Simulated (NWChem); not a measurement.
System: SrHSCl; SMILES [SH][Sr][Cl]

Here is an NWChem input.

```
start job
memory heap 200 mb stack 900 mb global 1100 mb
geometry units angstroms noautoz
  Sr    -0.359821     0.013654    -0.008611
  Cl     0.563093    -2.424269     0.008916
  S      0.802247     2.496084    -0.012602
  H     -0.422695     3.104018    -0.027679
end
basis spherical
  Sr library def2-svp
  Cl library def2-svp
  S library def2-svp
  H library def2-svp
end
ecp
  Sr library def2-ecp
end
dft
  xc xwpbe 1.00 cpbe96 1.0 hfexch 1.00
  cam 0.05 cam_alpha 0.0 cam_beta 1.0
  iterations 150
  vectors input atomic output neutral.movecs
end
task dft energy
charge 1
dft
  odft
  mult 2
  vectors input atomic output cation.movecs
end
task dft energy
```

Parts of the log:

```
             Northwest Computational Chemistry Package (NWChem) 7.3.0
             --------------------------------------------------------

 C1  symmetry detected

                             Geometry "geometry" -> ""
                             -------------------------

 Output coordinates in angstroms (scale by  1.889725989 to convert to a.u.)

  No.       Tag          Charge          X              Y              Z
 ---- ---------------- ---------- -------------- -------------- --------------
    1 Sr                  38.0000    -0.47418088    -0.03750039     0.00008648
    2 Cl                  17.0000     0.54333874    -2.43754202    -0.00005257
    3 S                   16.0000     0.58999642     2.48844563     0.00009760
    4 H                    1.0000    -0.65782793     3.04809903    -0.00395416

 Effective nuclear repulsion energy (a.u.)     292.0348438171

 Summary of "ao basis" -> "ao basis" (spherical)
 ------------------------------------------------------------------------------
       Tag                 Description            Shells   Functions and Types
 ---------------- ------------------------------  ------  ---------------------
 Sr                         def2-svp                 9       23   4s3p2d
 Cl                         def2-svp                 8       18   4s3p1d
 S                          def2-svp                 8       18   4s3p1d
 H                          def2-svp                 3        5   2s1p

            General Information
            -------------------
          SCF calculation type: DFT
          Wavefunction type:  closed shell.
          No. of atoms     :     4
          No. of electrons :    44
           Alpha electrons :    22
            Beta electrons :    22
          Charge           :     0
          Spin multiplicity:     1
          Use of symmetry is: off; symmetry adaption is: off
          Maximum number of iterations: 150
          AO basis - number of functions:    64
                     number of shells:    28
          Convergence on energy requested:  1.00D-06
          Convergence on density requested:  1.00D-05
          Convergence on gradient requested:  5.00D-04

              XC Information
              --------------
                     Hartree-Fock (Exact) Exchange  1.000
                     LC-wPBE(h)Exchange Functional  1.000
            Perdew 1991 LDA Correlation Functional  1.000 local
           PerdewBurkeErnz. Correlation Functional  1.000 non-local

           Range-Separation Parameters
           ---------------------------
           Alpha           :  0.00
           Beta            :  1.00
           Gamma           :  0.05
           Short-Range HF  :     F

             Grid Information
             ----------------
          Grid used for XC integration:  medium
          Radial quadrature: Mura-Knowles
          Angular quadrature: Lebedev.
          Tag              B.-S. Rad. Rad. Pts. Rad. Cut. Ang. Pts.
          ---              ---------- --------- --------- ---------
          Sr                  2.00      123          10.0       590
          Cl                  1.00       88          13.0       590
          S                   1.00       88          11.0       590
          H                   0.35       45          12.0       434
          Grid pruning is: on
          Number of quadrature shells:   344
          Spatial weights used:  Erf1

      Superposition of Atomic Density Guess
      -------------------------------------

 Sum of atomic energies:        -892.05075944

      Non-variational initial energy
      ------------------------------

 Total energy =    -887.670537
 1-e energy   =   -1441.578565
 2-e energy   =     449.785122
 HOMO         =      -0.328522
 LUMO         =      -0.106940

   convergence    iter        energy       DeltaE   RMS-Dens  Diis-err
 ---------------- ----- ----------------- --------- --------- ---------
 d= 0,ls=0.0,diis     1   -889.1210795225 -9.93D+02  2.81D-02  4.91D-01
 d= 0,ls=0.0,diis     2   -889.0681268149  5.30D-02  1.75D-02  7.63D-01
 d= 0,ls=0.0,diis     3   -889.1974044605 -1.29D-01  2.71D-03  1.79D-02
 d= 0,ls=0.0,diis     4   -889.2007040017 -3.30D-03  4.89D-04  9.50D-04
 d= 0,ls=0.0,diis     5   -889.2008780635 -1.74D-04  1.45D-04  2.14D-05
  Resetting Diis
 d= 0,ls=0.0,diis     6   -889.2008856347 -7.57D-06  4.91D-05  2.05D-06
 d= 0,ls=0.0,diis     7   -889.2008863752 -7.40D-07  2.46D-05  3.38D-07
 d= 0,ls=0.0,diis     8   -889.2008864014 -2.62D-08  1.18D-05  5.14D-07
 d= 0,ls=0.0,diis     9   -889.2008864843 -8.29D-08  3.13D-06  3.73D-09

         Total DFT energy =     -889.200886484304
      One electron energy =    -1445.823421331496
           Coulomb energy =      510.850448338032
    Exchange-Corr. energy =      -58.350819011518
 Nuclear repulsion energy =      104.122905520679

 Numeric. integr. density =       44.000005188979

                       DFT Final Molecular Orbital Analysis
                       ------------------------------------

 Vector   20  Occ=2.000000D+00  E=-2.671883D-01
              MO Center=  4.8D-01, -2.3D+00,  1.9D-03, r^2= 1.7D+00
   Bfn.  Coefficient  Atom+Function         Bfn.  Coefficient  Atom+Function
  ----- ------------  ---------------      ----- ------------  ---------------
    34      0.409166  2 Cl px                36     -0.398198  2 Cl pz
    31      0.300639  2 Cl px                33     -0.291320  2 Cl pz
    35      0.210380  2 Cl py                28      0.177309  2 Cl px
    30     -0.171947  2 Cl pz                32      0.155671  2 Cl py
    29      0.091683  2 Cl py                14     -0.083788  1 Sr d -2

 Vector   21  Occ=2.000000D+00  E=-2.327621D-01
              MO Center=  5.1D-01,  2.0D+00, -2.9D-05, r^2= 3.5D+00
   Bfn.  Coefficient  Atom+Function         Bfn.  Coefficient  Atom+Function
  ----- ------------  ---------------      ----- ------------  ---------------
    53      0.482989  3 S  py                50      0.360106  3 S  py
    52      0.257457  3 S  px                 3     -0.242664  1 Sr s
     6      0.218953  1 Sr py                47      0.208187  3 S  py
    49      0.189433  3 S  px                34     -0.156967  2 Cl px
     2      0.141787  1 Sr s                 14     -0.124693  1 Sr d -2

 Vector   22  Occ=2.000000D+00  E=-2.199960D-01
              MO Center=  5.0D-01,  2.3D+00,  5.1D-05, r^2= 2.1D+00
   Bfn.  Coefficient  Atom+Function         Bfn.  Coefficient  Atom+Function
  ----- ------------  ---------------      ----- ------------  ---------------
    54      0.602671  3 S  pz                51      0.417271  3 S  pz
    48      0.242253  3 S  pz                15      0.132811  1 Sr d -1
    13      0.106129  1 Sr pz                 7     -0.079942  1 Sr pz
    20      0.078231  1 Sr d -1              36      0.057234  2 Cl pz
    17     -0.056776  1 Sr d  1              10      0.040872  1 Sr pz

 Vector   23  Occ=0.000000D+00  E=-7.661769D-02
              MO Center= -1.4D+00,  7.4D-02, -3.8D-04, r^2= 5.8D+00
   Bfn.  Coefficient  Atom+Function         Bfn.  Coefficient  Atom+Function
  ----- ------------  ---------------      ----- ------------  ---------------
     4      0.578056  1 Sr s                  3      0.446101  1 Sr s
     2     -0.360597  1 Sr s                 18      0.292503  1 Sr d  2
    11     -0.241930  1 Sr px                 5      0.162339  1 Sr px
    16      0.162985  1 Sr d  0               8     -0.130602  1 Sr px
     1     -0.095279  1 Sr s                 52      0.093231  3 S  px

 Vector   24  Occ=0.000000D+00  E=-2.487221D-02
              MO Center= -1.2D+00, -1.3D-02,  2.5D-03, r^2= 5.2D+00
   Bfn.  Coefficient  Atom+Function         Bfn.  Coefficient  Atom+Function
  ----- ------------  ---------------      ----- ------------  ---------------
    17      0.697256  1 Sr d  1              13      0.462479  1 Sr pz
    22      0.280448  1 Sr d  1               7     -0.178067  1 Sr pz
    10      0.108741  1 Sr pz

 Vector   25  Occ=0.000000D+00  E=-2.367352D-02
              MO Center= -8.6D-01,  1.1D-02, -1.7D-03, r^2= 4.9D+00
   Bfn.  Coefficient  Atom+Function         Bfn.  Coefficient  Atom+Function
  ----- ------------  ---------------      ----- ------------  ---------------
    16      0.688674  1 Sr d  0              11      0.315994  1 Sr px
    18     -0.309244  1 Sr d  2              21      0.261263  1 Sr d  0
    23     -0.129710  1 Sr d  2               3      0.117368  1 Sr s
     5     -0.117488  1 Sr px                61     -0.092074  4 H  s
    52     -0.082407  3 S  px                 2     -0.074361  1 Sr s

     Multipole analysis of the density
     ---------------------------------

     L   x y z        total         alpha         beta         nuclear
     -   - - -        -----         -----         ----         -------
     0   0 0 0     -0.000000    -22.000000    -22.000000     44.000000

     1   1 0 0     -2.497130    -13.793572    -13.793572     25.090014
     1   0 1 0      0.153607     -0.915313     -0.915313      1.984233
     1   0 0 1     -0.000688      0.001944      0.001944     -0.004576

     2   2 0 0    -31.361792    -39.373897    -39.373897     47.386002
     2   1 1 0     -1.839109      0.600840      0.600840     -3.040789
     2   1 0 1      0.006927     -0.001227     -0.001227      0.009381
     2   0 2 0    -52.890646   -400.318161   -400.318161    747.745677
     2   0 1 1     -0.008683      0.006408      0.006408     -0.021500
     2   0 0 2    -33.721563    -16.860810    -16.860810      0.000057

                                 NWChem DFT Module
                                 -----------------

[...]
```

Level: LC-wPBE (HJS exchange hole, range parameter 0.05 per bohr)/def2-SVP with def2 effective core potentials on Sr, vertical spin-unrestricted ions. All runs use the structure optimised with PBE-D3(BJ)/def2-SVP. def2 effective core potentials on Sr; no spin-orbit coupling.
